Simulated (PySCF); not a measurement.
Gas-phase reaction: SnI4 + 2 H2 ⇌ SnH4 + 2 I2

Computed with PySCF (xtb for GFN2) and rigid-rotor harmonic-oscillator thermochemistry at 1 bar. † marks an energy on the PBE0/def2-TZVP geometry and frequencies; other levels use their own. MP2 freezes the core. All species are closed-shell singlets. I, Sn: scalar-relativistic def2 core potential, no spin-orbit coupling. MP2 isn't extrapolated to the basis-set limit; its ΔH°(298 K) is 439.9 kJ in def2-SVP and 451.1 kJ in def2-TZVPP. The harmonic model lacks anharmonicity and excited electronic states, which grow with temperature; levels with a mode under 35 cm⁻¹ are left out. Soft modes under 120 cm⁻¹ make the harmonic entropy rough for SnI4.

```tsv
level	ΔE electronic, kJ	ΔH°(298 K), kJ	ΔS°(298 K), J/K	ΔG°(800 K), kJ
GFN2-xTB	339	344	29	329
MP2/def2-SVP†	441	440	40	416
MP2/def2-TZVPP†	452	451	40	428
PBE/def2-TZVP†	373	372	40	349
PBE0/def2-QZVP†	378	377	40	353
PBE0/def2-SVP†	386	385	40	361
ωB97M-V/def2-TZVP†	388	387	40	363
ωB97X-V/def2-TZVP†	385	384	40	361
```
ΔH° is lowest at GFN2-xTB and highest at MP2/def2-TZVPP†. No reference value is set beside these.
